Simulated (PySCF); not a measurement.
# Partial charges of `[H]/N=C\CC[SiH2]C(Cl)Cl`

Species: C4H9Cl2NSi.
SMILES with atom numbers: `[H]/[N:1]=[CH:2]\[CH2:3][CH2:4][SiH2:5][CH:6]([Cl:7])[Cl:8]` (hydrogens: H9 on N1; H10 on C2; H11, H12 on C3; H13, H14 on C4; H15, H16 on Si5; H17 on C6)

Geometry (GFN2-xTB, Å), atoms numbered from 1 in this order:
```
atom  x, y, z in Å
N1    -2.7233    0.7547    1.2301
C2    -2.1777    0.5198    0.1275
C3    -1.5437   -0.7516   -0.3474
C4    -0.0941   -0.5134   -0.7789
Si5    0.9962    0.0798    0.6567
C6     2.7281    0.4836   -0.0833
Cl7    2.5591    1.7598   -1.3057
Cl8    3.4242   -0.9701   -0.8248
H9    -2.7370   -0.0326    1.8794
H10   -2.1525    1.3450   -0.5801
H11   -1.5841   -1.5042    0.4442
H12   -2.1215   -1.1217   -1.2002
H13   -0.0802    0.2217   -1.5864
H14    0.3066   -1.4407   -1.1941
H15    1.2155   -0.9808    1.6437
H16    0.5218    1.3198    1.2686
H17    3.4556    0.8429    0.6407
```

Density: PBE0/pcSseg-1 (PySCF); schemes: Mulliken, IAO, Hirshfeld and ESP-fitted. Isolated species at its GFN2-xTB geometry (one conformer only).

Give the atomic charges in each scheme.

In e:

```csv
atom,environment,Mulliken,IAO,Hirshfeld,ESP-fitted
N1,imine nitrogen,-0.332,-0.428,-0.234,-0.761
C2,imine carbon,+0.004,+0.045,+0.055,+0.363
C3,chain CH2 carbon,-0.214,-0.288,-0.070,-0.160
C4,sp3 carbon bound to silicon,-0.542,-0.534,-0.156,-0.244
Si5,SiH2 silicon,+0.714,+0.762,+0.321,+0.413
C6,CHCl2 carbon,-0.456,-0.373,-0.056,-0.573
Cl7,alkyl chlorine,-0.080,-0.068,-0.044,-0.021
Cl8,alkyl chlorine,-0.081,-0.068,-0.047,-0.023
H9,N–H hydrogen,+0.155,+0.237,+0.106,+0.374
H10,hydrogen on a C=N carbon,+0.112,+0.140,+0.048,+0.051
H11,methylene hydrogen,+0.120,+0.134,+0.042,+0.061
H12,methylene hydrogen,+0.151,+0.157,+0.052,+0.075
H13,methylene hydrogen,+0.160,+0.156,+0.036,+0.096
H14,methylene hydrogen,+0.165,+0.162,+0.041,+0.117
H15,Si–H hydrogen,-0.057,-0.116,-0.074,-0.062
H16,Si–H hydrogen,-0.032,-0.104,-0.070,-0.043
H17,methine hydrogen,+0.214,+0.187,+0.050,+0.338
```

Mean size of the charges over all atoms: IAO 0.233 e, ESP-fitted 0.222 e, Mulliken 0.211 e, Hirshfeld 0.088 e. Each set sums to the total charge, 0, to within 0.001 e. The Hirshfeld scheme divides the density at each point in proportion to the densities of the neutral, spherically averaged free atoms.

Lowest charge. The schemes don't all agree: Mulliken C4 (-0.542); IAO C4 (-0.534); Hirshfeld N1 (-0.234); ESP-fitted N1 (-0.761).

Highest charge. All schemes agree: Mulliken Si5 (+0.714); IAO Si5 (+0.762); Hirshfeld Si5 (+0.321); ESP-fitted Si5 (+0.413).

How many electrons does the Mulliken scheme count on N1?

Z − q = 7 − (-0.332) = 7.332.

Sum the charges by element, for elements with more than one atom.

```csv
element,atoms,Mulliken,IAO,Hirshfeld,ESP-fitted
C,4,-1.208,-1.150,-0.227,-0.613
Cl,2,-0.161,-0.136,-0.091,-0.044
H,9,+0.987,+0.953,+0.230,+1.006
```

The run behind these numbers computed NMR shieldings as well. Time: 66 s wall; peak memory 1.0 GiB. Hardware: one thread, Arm Neoverse N1 (aarch64), no GPU, shared host with 64 logical CPUs at a one-minute load of 61.
